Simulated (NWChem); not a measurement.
All runs are NWChem calculations. System: CCl2, charge 0, spin multiplicity 1, at a geometry optimised with B3LYP/def2-SVP. The structure started from a generated list of species. Level: LC-wPBE (omega 0.3 per bohr)/def2-TZVP.

Input file:

```
start mol
memory heap 200 mb stack 900 mb global 1100 mb
geometry units angstroms nocenter noautoz
  Cl     1.416657     0.000000    -0.150404
  C      0.000000     0.000000     0.852289
  Cl    -1.416657     0.000000    -0.150404
  symmetry group C2v
end
basis spherical
  * library def2-tzvp
end
dft
  xc xwpbe 1.00 cpbe96 1.0 hfexch 1.00
  cam 0.3 cam_alpha 0.00 cam_beta 1.00
  direct
  iterations 100
end
task dft energy
```

Part of the output:

```
             Northwest Computational Chemistry Package (NWChem) 7.3.0
             --------------------------------------------------------

                                NWChem Input Module
                                -------------------

 Scaling coordinates for geometry "geometry" by  1.889725989
 (inverse scale =  0.529177249)

 Turning off AUTOSYM since
 SYMMETRY directive was detected!

                             Geometry "geometry" -> ""
                             -------------------------

 Output coordinates in angstroms (scale by  1.889725989 to convert to a.u.)

  No.       Tag          Charge          X              Y              Z
 ---- ---------------- ---------- -------------- -------------- --------------
    1 Cl                  17.0000     1.41665700     0.00000000    -0.15040400
    2 C                    6.0000     0.00000000     0.00000000     0.85228900
    3 Cl                  17.0000    -1.41665700     0.00000000    -0.15040400

 Effective nuclear repulsion energy (a.u.)     116.1751720533

            Nuclear Dipole moment (a.u.)
            ----------------------------
        X                 Y               Z
 ---------------- ---------------- ----------------
     0.0000000000     0.0000000000    -0.0000037795

      Symmetry information
      --------------------

 Group name             C2v
 Group number             16
 Group order               4
 No. of unique centers     2

      Symmetry unique atoms

     1    2


 Summary of "ao basis" -> "" (spherical)
 ------------------------------------------------------------------------------
       Tag                 Description            Shells   Functions and Types
 ---------------- ------------------------------  ------  ---------------------
 *                         def2-tzvp                  on all atoms

  pbe96 is a nonlocal functional; adding pw91lda local functional.

                                 NWChem DFT Module
                                 -----------------

 Summary of "ao basis" -> "ao basis" (spherical)
 ------------------------------------------------------------------------------
       Tag                 Description            Shells   Functions and Types
 ---------------- ------------------------------  ------  ---------------------
 Cl                        def2-tzvp                13       37   5s5p2d1f
 C                         def2-tzvp                11       31   5s3p2d1f

 Summary of "ao basis" -> "ao basis" (spherical)
 ------------------------------------------------------------------------------
       Tag                 Description            Shells   Functions and Types
 ---------------- ------------------------------  ------  ---------------------
 Cl                        def2-tzvp                13       37   5s5p2d1f
 C                         def2-tzvp                11       31   5s3p2d1f

      Symmetry analysis of basis
      --------------------------

        a1         39
        a2         15
        b1         32
        b2         19

  int_init: cando_txs set to always be  F

            General Information
            -------------------
          SCF calculation type: DFT
          Wavefunction type:  closed shell.
          No. of atoms     :     3
          No. of electrons :    40
           Alpha electrons :    20
            Beta electrons :    20
          Charge           :     0
          Spin multiplicity:     1
          Use of symmetry is: on ; symmetry adaption is: on
          Maximum number of iterations: 100
[...]
 d= 0,ls=0.0,diis     5   -958.0745707903 -2.00D-04  2.10D-04  1.46D-04    26.5
  Resetting Diis
 d= 0,ls=0.0,diis     6   -958.0746320553 -6.13D-05  1.18D-04  1.48D-05    31.0
 d= 0,ls=0.0,diis     7   -958.0746436431 -1.16D-05  2.16D-05  1.66D-06    35.7
 d= 0,ls=0.0,diis     8   -958.0746442306 -5.88D-07  7.12D-06  6.91D-07    39.6

         Total DFT energy =     -958.074644230626
      One electron energy =    -1552.330395596905
           Coulomb energy =      539.508777694499
    Exchange-Corr. energy =      -61.428198381549
 Nuclear repulsion energy =      116.175172053329

 Numeric. integr. density =       39.999999365566

     Total iterative time =     38.8s

                  Occupations of the irreducible representations
                  ----------------------------------------------

                     irrep           alpha         beta
                     --------     --------     --------
                     a1                9.0          9.0
                     a2                2.0          2.0
                     b1                7.0          7.0
                     b2                2.0          2.0

                       DFT Final Molecular Orbital Analysis
                       ------------------------------------

 Vector   18  Occ=2.000000D+00  E=-4.487024D-01  Symmetry=a2
              MO Center= -1.4D-14,  2.0D-15, -1.2D-01, r^2= 3.1D+00
   Bfn.  Coefficient  Atom+Function         Bfn.  Coefficient  Atom+Function
  ----- ------------  ---------------      ----- ------------  ---------------
    16      0.404616  1 Cl py                84     -0.404616  3 Cl py
    19      0.239563  1 Cl py                87     -0.239563  3 Cl py
    13      0.186616  1 Cl py                81     -0.186616  3 Cl py
     7     -0.154193  1 Cl py                75      0.154193  3 Cl py
    10     -0.069768  1 Cl py                78      0.069768  3 Cl py

 Vector   19  Occ=2.000000D+00  E=-4.282473D-01  Symmetry=b1
              MO Center=  3.9D-15,  1.1D-20, -1.0D-01, r^2= 3.3D+00
   Bfn.  Coefficient  Atom+Function         Bfn.  Coefficient  Atom+Function
  ----- ------------  ---------------      ----- ------------  ---------------
    15      0.321746  1 Cl px                83      0.321746  3 Cl px
    17      0.266604  1 Cl pz                85     -0.266604  3 Cl pz
    18      0.194795  1 Cl px                86      0.194795  3 Cl px
    20      0.167253  1 Cl pz                88     -0.167253  3 Cl pz
    12      0.149294  1 Cl px                80      0.149294  3 Cl px

 Vector   20  Occ=2.000000D+00  E=-3.593500D-01  Symmetry=a1
              MO Center= -1.7D-15, -1.5D-16,  6.2D-01, r^2= 2.5D+00
   Bfn.  Coefficient  Atom+Function         Bfn.  Coefficient  Atom+Function
  ----- ------------  ---------------      ----- ------------  ---------------
    42      0.331730  2 C  s                 41      0.323217  2 C  s
    45      0.287043  2 C  pz                17     -0.285277  1 Cl pz
    85     -0.285277  3 Cl pz                48      0.231141  2 C  pz
    20     -0.213040  1 Cl pz                88     -0.213040  3 Cl pz
    40      0.194291  2 C  s                 14     -0.133453  1 Cl pz

 Vector   21  Occ=0.000000D+00  E=-5.337254D-02  Symmetry=b2
              MO Center= -1.2D-14,  3.5D-16,  5.2D-01, r^2= 2.2D+00
   Bfn.  Coefficient  Atom+Function         Bfn.  Coefficient  Atom+Function
  ----- ------------  ---------------      ----- ------------  ---------------
    44      0.410639  2 C  py                47      0.393423  2 C  py
    50      0.369487  2 C  py                19     -0.254205  1 Cl py
    87     -0.254205  3 Cl py                16     -0.201328  1 Cl py
    84     -0.201328  3 Cl py                13     -0.108656  1 Cl py
    81     -0.108656  3 Cl py                 7      0.080492  1 Cl py

 Vector   22  Occ=0.000000D+00  E= 7.241139D-02  Symmetry=a1
              MO Center= -6.9D-14,  7.5D-16,  1.2D-01, r^2= 3.4D+00
   Bfn.  Coefficient  Atom+Function         Bfn.  Coefficient  Atom+Function
  ----- ------------  ---------------      ----- ------------  ---------------
    41      0.853327  2 C  s                 18      0.450138  1 Cl px
    86     -0.450138  3 Cl px                 5     -0.378261  1 Cl s
    48     -0.379052  2 C  pz                73     -0.378261  3 Cl s
    51     -0.339119  2 C  pz                45     -0.298692  2 C  pz
    15      0.221502  1 Cl px                83     -0.221502  3 Cl px

 Vector   23  Occ=0.000000D+00  E= 1.216001D-01  Symmetry=b1
              MO Center=  4.0D-14,  2.4D-16,  1.8D-01, r^2= 3.7D+00
   Bfn.  Coefficient  Atom+Function         Bfn.  Coefficient  Atom+Function
  ----- ------------  ---------------      ----- ------------  ---------------
    49      0.739639  2 C  px                 5     -0.645477  1 Cl s
    73      0.645477  3 Cl s                 46      0.519372  2 C  px
    20     -0.470805  1 Cl pz                88      0.470805  3 Cl pz
    18      0.409625  1 Cl px                86      0.409625  3 Cl px
    43      0.382099  2 C  px                15      0.140747  1 Cl px

 center of mass
 --------------
 x =   0.00000000 y =   0.00000000 z =  -0.00672151

 moments of inertia (a.u.)
 ------------------
          36.774134523479           0.000000000000           0.000000000000
           0.000000000000         538.005732230373           0.000000000000
           0.000000000000           0.000000000000         501.231597706895

     Multipole analysis of the density
     ---------------------------------

     L   x y z        total         alpha         beta         nuclear
     -   - - -        -----         -----         ----         -------
     0   0 0 0     -0.000000    -20.000000    -20.000000     40.000000

     1   1 0 0      0.000000      0.000000      0.000000      0.000000
     1   0 1 0     -0.000000     -0.000000     -0.000000      0.000000
     1   0 0 1     -0.458909     -0.229453     -0.229453     -0.000004

     2   2 0 0    -21.245568   -132.458892   -132.458892    243.672216
     2   1 1 0      0.000000      0.000000      0.000000      0.000000
     2   1 0 1     -0.000000     -0.000000     -0.000000      0.000000
     2   0 2 0    -22.036140    -11.018070    -11.018070      0.000000
     2   0 1 1     -0.000000     -0.000000     -0.000000      0.000000
     2   0 0 2    -24.525191    -21.417922    -21.417922     18.310652

 Task  times  cpu:       39.6s     wall:       39.6s

 Total times  cpu:       39.6s     wall:       39.6s
```
